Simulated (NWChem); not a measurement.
Everything below was run with NWChem. System: HFOSi, charge 0, spin multiplicity 1, at a geometry optimised with PBE0/def2-SVP. The structure started from a generated list of species. Level: G0W0@PBE0/def2-SVP, RI basis def2-svp-rifit.

Job file:

```
start mol
memory heap 200 mb stack 700 mb global 1700 mb
geometry units angstroms nocenter noautoz
  Si    -0.624042    -0.000062     0.000000
  F      0.434753     1.257965     0.000000
  O      0.430327    -1.277341     0.000000
  H      1.381194    -1.102085     0.000000
  symmetry group Cs
end
basis spherical
  * library def2-svp
end
basis "ri basis" bse spherical
  * library def2-svp-rifit
end
dft
  xc pbe0
  iterations 100
  direct
  tolerances tight
end
task dft energy
gw
  states alpha occ 4 vir 2
end
task dft gw
```

Part of the output:

```
             Northwest Computational Chemistry Package (NWChem) 7.3.0
             --------------------------------------------------------

                                NWChem Input Module
                                -------------------

 Scaling coordinates for geometry "geometry" by  1.889725989
 (inverse scale =  0.529177249)

 Turning off AUTOSYM since
 SYMMETRY directive was detected!

                             Geometry "geometry" -> ""
                             -------------------------

 Output coordinates in angstroms (scale by  1.889725989 to convert to a.u.)

  No.       Tag          Charge          X              Y              Z
 ---- ---------------- ---------- -------------- -------------- --------------
    1 Si                  14.0000    -0.62404200    -0.00006200     0.00000000
    2 F                    9.0000     0.43475300     1.25796500     0.00000000
    3 O                    8.0000     0.43032700    -1.27734100     0.00000000
    4 H                    1.0000     1.38119400    -1.10208500     0.00000000

 Effective nuclear repulsion energy (a.u.)     100.8521567990

            Nuclear Dipole moment (a.u.)
            ----------------------------
        X                 Y               Z
 ---------------- ---------------- ----------------
    -0.0000018897     0.0000075589     0.0000000000

      Symmetry information
      --------------------

 Group name             Cs
 Group number              2
 Group order               2
 No. of unique centers     4

      Symmetry unique atoms

     1    2    3    4


 Summary of "ao basis" -> "" (spherical)
 ------------------------------------------------------------------------------
       Tag                 Description            Shells   Functions and Types
 ---------------- ------------------------------  ------  ---------------------
 *                          def2-svp                  on all atoms

 new library libraries.bse/

 Summary of "ri basis" -> "" (spherical)
 ------------------------------------------------------------------------------
       Tag                 Description            Shells   Functions and Types
[...]
     ---------------------------------

     L   x y z        total         alpha         beta         nuclear
     -   - - -        -----         -----         ----         -------
     0   0 0 0     -0.000000    -16.000000    -16.000000     32.000000

     1   1 0 0      0.363246      0.181624      0.181624     -0.000002
     1   0 1 0     -0.142822     -0.071415     -0.071415      0.000008
     1   0 0 1      0.000000      0.000000      0.000000      0.000000

     2   2 0 0    -16.052926    -26.849966    -26.849966     37.647006
     2   1 1 0     -1.479756      1.040136      1.040136     -3.560028
     2   1 0 1      0.000000      0.000000      0.000000      0.000000
     2   0 2 0    -20.088903    -60.949393    -60.949393    101.809883
     2   0 1 1     -0.000000     -0.000000     -0.000000      0.000000
     2   0 0 2    -15.818363     -7.909181     -7.909181      0.000000

 Task  times  cpu:        0.7s     wall:        0.7s

                                NWChem Input Module
                                -------------------

                                 NWChem GW Module
                                 ----------------

                             ***********************
                             ***        GW       ***
                             ***********************

 Summary of "ri basis" -> "ri basis" (spherical)
 ------------------------------------------------------------------------------
       Tag                 Description            Shells   Functions and Types
 ---------------- ------------------------------  ------  ---------------------
 Si                      def2-svp-rifit             20       62   8s5p5d2f
 F                       def2-svp-rifit             16       48   6s5p4d1f
 O                       def2-svp-rifit             16       48   6s5p4d1f
 H                       def2-svp-rifit              6       14   3s2p1d

                 Memory Information
                 ------------------
          Available GA per process is          1700.0 MBs
          Available stack per process is        700.0 MBs
          Available heap per process is           0.0 MBs

          Peak memory in Initialization
              Peak GA per process is                  1.4 MBs
              Peak stack per process is               0.0 MBs
              Peak heap per process is                1.6 MBs
              Memory not in MA per process            0.0 MBs

          Peak memory in AFF Calculation
              Peak GA per process is                  4.3 MBs
              Peak stack per process is               2.4 MBs
              Peak heap per process is                0.0 MBs
              Memory not in MA per process            2.4 MBs

          Computing 2-center integrals
          Computing Inverse Cholesky factor
          Computing 3-center integrals
          Computing V_xc ...

          Computing Sigma_x
          Computing RPA polarizability
          Solving quasiparticle equations

                  Alpha Orbitals
          State     Energy (eV)     Error (eV)
          -----------------------------------
@GW        13        -14.332           0.005
@GW        14        -12.583           0.005
@GW        15        -12.113           0.004
@GW        16         -9.875           0.005
@GW        17          1.425           0.002
@GW        18          3.760           0.002

   Applying  -2.1514 eV scissor-shift to rest of particle states

   Applying   2.8941 eV scissor-shift to rest of hole states

     GW Timing Statistics
   ------------------------
   Init.   :          0.0s
     ERIs  :          0.1s
     Distr.:          0.0s
     Vxc   :          0.1s
   Sigma_x :          0.0s
   RPA     :          0.0s
   Wmn     :          0.0s
   Sigma_c :          0.0s
   GW total:          0.2s

 Task  times  cpu:        0.2s     wall:        0.2s

 Total times  cpu:        0.9s     wall:        0.9s
```
